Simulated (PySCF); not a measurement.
Isomers of C2H7FOSi, mass 94.025 u with the commonest isotopes. Level of theory: PBE0-D3(BJ)/def2-SVP geometry optimisation, gas phase (PySCF). One conformer each, none proved a minimum here; rigid rotors.

Question: Order these by out-of-plane moment Σ m c² = (Ia + Ib − Ic)/2, largest first.
A. `[OH:1][SiH2:2][CH2:3][CH2:4][F:5]` with H–O1–Si2–C3 -39°, O1–Si2–C3–C4 64°, Si2–C3–C4–F5 -47°
B. `[CH3:1][CH2:2][O:3][SiH2:4][F:5]` with C1–C2–O3–Si4 167°, C2–O3–Si4–F5 69°
C. `[OH:1][CH2:2][C@H:3]([F:4])[SiH3:5]` with H–O1–C2–C3 -58°, O1–C2–C3–F4 69°

Answer: C (25.59 u·Å²), A (12.24 u·Å²), B (10.85 u·Å²).

Question: Order these by rotational constant A, smallest first.
A. `[OH:1][CH2:2][C@H:3]([F:4])[SiH3:5]` with H–O1–C2–C3 -58°, O1–C2–C3–F4 69°
B. `[OH:1][SiH2:2][CH2:3][CH2:4][F:5]` with H–O1–Si2–C3 -39°, O1–Si2–C3–C4 64°, Si2–C3–C4–F5 -47°
C. `[CH3:1][CH2:2][O:3][SiH2:4][F:5]` with C1–C2–O3–Si4 167°, C2–O3–Si4–F5 69°

Answer: A (4814 MHz), B (5971 MHz), C (11436 MHz).

Question: Order these by rotational constant C, smallest first.
A. `[CH3:1][CH2:2][O:3][SiH2:4][F:5]` with C1–C2–O3–Si4 167°, C2–O3–Si4–F5 69°
B. `[OH:1][SiH2:2][CH2:3][CH2:4][F:5]` with H–O1–Si2–C3 -39°, O1–Si2–C3–C4 64°, Si2–C3–C4–F5 -47°
C. `[OH:1][CH2:2][C@H:3]([F:4])[SiH3:5]` with H–O1–C2–C3 -58°, O1–C2–C3–F4 69°

Answer: A (1697 MHz), B (2136 MHz), C (2296 MHz).

```tsv
SMILES	point group	Ia (u·Å²)	Ib (u·Å²)	Ic (u·Å²)	κ	μa (D)	μb (D)	μc (D)
O[SiH2]CCF	C1	84.64	176.43	236.60	-0.62	2.06	1.87	0.02
CCO[SiH2]F	C1	44.19	275.32	297.80	-0.97	1.30	0.36	0.94
OC[C@H](F)[SiH3]	C1	104.99	166.32	220.14	-0.41	0.13	0.41	1.05
```
